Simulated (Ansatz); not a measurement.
Cost and result for the atomization energy of CH5FN2OSi (`C=N[Si](N)(O)F`) (11 atoms, 10 bonds).

| atom | x (Å) | y (Å) | z (Å) |
| --- | --- | --- | --- |
| C1 | 1.2440 | -1.7886 | -0.1463 |
| N2 | 0.2503 | -1.1750 | 0.3181 |
| Si3 | -0.3564 | 0.3422 | -0.2216 |
| N4 | -0.4019 | 1.5360 | 0.9810 |
| O5 | -1.8332 | -0.0018 | -0.8072 |
| F6 | 0.5790 | 0.9640 | -1.3618 |
| H7 | 1.5577 | -2.7439 | 0.2916 |
| H8 | 1.8509 | -1.4317 | -0.9916 |
| H9 | -0.8427 | 1.3593 | 1.8682 |
| H10 | 0.3553 | 2.1938 | 1.0636 |
| H11 | -2.4030 | 0.7457 | -0.9941 |

The species carries charge 0 and has multiplicity 1. Geometry: relaxed with PBE0-D4/def2-TZVP. It is one conformer, not always the lowest. Program: Ansatz. All runs use 4 threads of an Arm Neoverse V2 on a shared host. Times are those of one run each, without the atoms' runs, and a repeat can differ threefold. Electronic energies, without spin–orbit coupling; frozen cores. CCSD(T)/CBS adds CCSD(T) − MP2 in def2-TZVPP to the MP2 limit, and its time is that of the two runs behind it. T1 = 0.012. B3LYP takes the VWN-RPA correlation (the form of Gaussian; ORCA's B3LYP/G).

CCSD(T)/CBS is a level of theory with its own doubt, some kJ/mol a heavy atom from the limit and from the frozen cores, so smaller differences don't rank the functionals.

| level | functions | wall time | atomization (kJ/mol) | difference from CCSD(T)/CBS | per bond |
| --- | --- | --- | --- | --- | --- |
| PBE-D4/def2-TZVPP (with forces) | 267 | 2.5 s | 4554.6 | 87.4 | 8.7 |
| PBE0-D4/def2-TZVPP | 267 | 3 s | 4431.0 | -36.2 | -3.6 |
| r2SCAN-D4/def2-TZVPP (with forces) | 267 | 4.8 s | 4442.2 | -25.0 | -2.5 |
| B3LYP-D4/def2-TZVPP (with forces) | 267 | 4.8 s | 4459.4 | -7.8 | -0.8 |
| B2PLYP/def2-TZVPP | 267 | 6 s | 4415.2 | -52.0 | -5.2 |
| ωB97X-V/def2-TZVPP | 267 | 7.5 s | 4469.7 | 2.5 | 0.3 |
| ωB97M-V/def2-TZVPP (with forces) | 267 | 11 s | 4477.6 | 10.4 | 1.0 |
| MP2/def2-QZVPP | 505 | 24 s | 4525.4 | 58.2 | 5.8 |
| CCSD(T)/def2-TZVPP | 267 | 4.3 min | 4315.4 | -151.8 | -15.2 |
| CCSD(T)/CBS(def2) | – | 4.7 min | 4467.2 | 0.0 | 0.0 |

From PBE to PBE0 (25 % exact exchange), in def2-TZVPP and without D4, the atomization energy moves by −119.7 kJ/mol: exact exchange takes away binding that semilocal exchange gives to molecules. In def2-TZVPP, CCSD(T) changes the Hartree–Fock value by +1242.8 kJ/mol (the triples alone add +78.1 kJ/mol) and MP2 by +1360.9 kJ/mol; breaking electron pairs costs correlation energy, which Hartree–Fock lacks. The D4 term adds +38.4 kJ/mol with B3LYP and +20.1 kJ/mol with PBE0; it sums over pairs of atoms, weighted by their polarisabilities, and B3LYP, whose exchange is more repulsive, gets the larger term.
